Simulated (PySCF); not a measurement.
Si(Me)(OH)3 (CH6O3Si), SMILES C[Si](O)(O)O.

Geometry optimised at B3LYP-D3(BJ)/def2-SVP. A frequency run showed that this geometry is not a minimum. One conformer was computed; it need not be the lowest.

Level of theory: SMD-PBE0/6-31G* in PySCF.

Solvation free energies are E(SMD) − E(gas) at the gas-phase geometry, for 1 M in both phases. In vacuum the dipole moment is 1.59 D.

**Question.** Estimate the solvation free energies in water, toluene, methanol. (The exact figures need the calculation; the answer reports its results.)

**Answer.** 
| solvent | ΔG(solv) (kcal/mol) | its non-electrostatic (CDS) part | dipole (D) |
|---|---|---|---|
| water | -11.7 | 3.3 | 1.97 |
| toluene | -4.4 | -1.7 | 1.67 |
| methanol | -12.4 | 2.2 | 1.96 |
